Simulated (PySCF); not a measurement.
Bonds (- single, = double, # triple, : aromatic): C1=C2, C2-O3, O3-C4, C2-C5, C5-F6, C5-F7, C5-C8, C8-F9, C8-F10, C8-F11. C1 carries H12, H13; C4 carries H14, H15, H16. H12 is cis to O3; H13 is trans to O3.

PySCF calculation with PBE0/pcSseg-1 with gauge-including orbitals and GFN2-xTB structure; one averaged value for each set of equivalent atoms, non-relativistic Hamiltonian, isolated molecule, single conformer.

**Question.** List the cross peaks expected in HSQC, COSY and HMBC spectra.

**Answer.** 

HSQC (one-bond C–H):
| δH | δC |
| --- | --- |
| 5.21 (H13) | 91.1 (C1) |
| 4.50 (H12) | 91.1 (C1) |
| 3.87 (H14/H15/H16) | 56.9 (C4) |

COSY cross peaks (H two or three bonds apart, from the bond graph; peaks can be absent where the dihedral angle is near 90°):
| δH | δH |
| --- | --- |
| 5.21 (H13) | 4.50 (H12) |

HMBC (two and three bonds, from the bond graph):
| δH | δC |
| --- | --- |
| 5.21 (H13) | 163.3 (C2), 117.5 (C5) |
| 4.50 (H12) | 163.3 (C2), 117.5 (C5) |
| 3.87 (H14/H15/H16) | 163.3 (C2) |

References, each an isolated molecule treated in the same way: TMS for $^{1}$H and $^{13}$C.

Short H···H contacts in this conformer between protons four or more bonds apart (candidates for NOE cross peaks, intensity ∝ r⁻⁶): H12···H16 2.41 Å.

Shifts are as computed. Against solution values, carbons near 30 ppm lie about +3 ppm off and those near 130 ppm about +5 ppm. Of 1211 compounds with measured shifts, 218 miss one by over three times the rms of a fit or turn the order of signals round; such compounds aren't used in these exercises.
